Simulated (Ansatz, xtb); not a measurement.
**Relative energy of two isomers of C4H5F3Ge**

Structure X is `FC(F)(F)CC#[C][GeH3]`, a singlet and structure Y is `C#C[C@@H]([GeH3])C(F)(F)F`, a singlet. Both are isolated molecules in the gas phase, relaxed with r2SCAN-D4/def2-SVP.

Task: Which of the two would you expect CCSD(T)/def2-SVP + ΔMP2/def2-TZVPP electronic energies to favour?

Result: Structure X; the calculation gives E(Y) − E(X) = +8.3 kcal/mol.

The same difference at several levels:

```tsv
level	geometry	E(Y) − E(X) (kcal/mol)	departure from the last row (kcal/mol)	job, with rough time for the two
GFN2-xTB	GFN2-xTB	+0.5	−7.8	optimisation, 0.21 s
HF/STO-3G	GFN2-xTB	+18.6	+10.3	single point, 1.1 s
r2SCAN-D4/def2-SVP//GFN2-xTB	GFN2-xTB	+9.5	+1.2	single point, 11 s
r2SCAN-D4/def2-SVP	r2SCAN-D4/def2-SVP	+7.9	−0.4	optimisation, 2.5 min
HF/def2-SVP	r2SCAN-D4/def2-SVP	+11.7	+3.4	part of the CCSD(T) run
MP2/def2-SVP	r2SCAN-D4/def2-SVP	+8.2	−0.2	part of the CCSD(T) run
CCSD(T)/def2-SVP	r2SCAN-D4/def2-SVP	+8.3	0.0	single point
CCSD(T)/def2-SVP + ΔMP2/def2-TZVPP	r2SCAN-D4/def2-SVP	+8.3		single point, 6 min
```

As drawn, both hold the same kinds of bond in the same numbers.

The levels shown agree on the order. The largest departure from CCSD(T)/def2-SVP + ΔMP2/def2-TZVPP is that of HF/STO-3G, 10.3 kcal/mol. The last row adds to CCSD(T) the change of the MP2 difference between the two basis sets, here 0.0 kcal/mol.

With thermal terms from frequencies at re-optimised GFN2-xTB minima (ideal gas, soft modes damped towards free rotors, one conformer each, 298.15 K, 1 atm): on the last row, ΔE + ΔZPE = +7.7, ΔH = +7.6, ΔG = +8.5 kcal/mol.

The correlated steps freeze 16 core orbitals; the filled d shell of Ge is correlated, in a basis made for valence electrons. Mirror images aren't counted in ΔG. Codes used: Ansatz 0.2.0, xtb 6.7.1; the last row on 2 threads of Arm Neoverse V1 on a shared host.
